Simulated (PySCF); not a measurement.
Stepwise substitution at one centre (Sn F-C2H5). All species are isolated molecules in the gas phase. One relaxed conformer stands for each flexible species; it need not be the lowest. Strings in code marks are SMILES.

The T1 excitation (TDA) from two functionals at the same geometries (PBE0-D4/def2-SVP), both in PySCF: PBE-D3(BJ)/def2-TZVP and PBE0-D4/def2-TZVP. Excitations are Tamm–Dancoff values on a coarser integration grid. The basis has no diffuse functions, so Rydberg states are missing or too high.

| species | PBE-D3(BJ)/def2-TZVP (eV) | PBE0-D4/def2-TZVP (eV) |
|---|---|---|
| 1 of 4 F replaced by C2H5 | 4.80 | 5.29 |
| 2 of 4 F replaced by C2H5 (`[F][Sn]([CH2]C)([F])[CH2]C` (C–C–Sn–F torsion 17°, F–Sn–C–C torsion 46°)) | 4.86 | 5.28 |
| 4 of 4 F replaced by C2H5 (`C[CH2][Sn]([CH2]C)([CH2]C)[CH2]C`) | 5.47 | 6.05 |

Over these rows, drawn at random from the members with no instability flagged (it was tested for open shells, ions and some series alone), PBE minus PBE0-D4: mean -0.50 eV, from -0.58 eV to -0.42 eV.
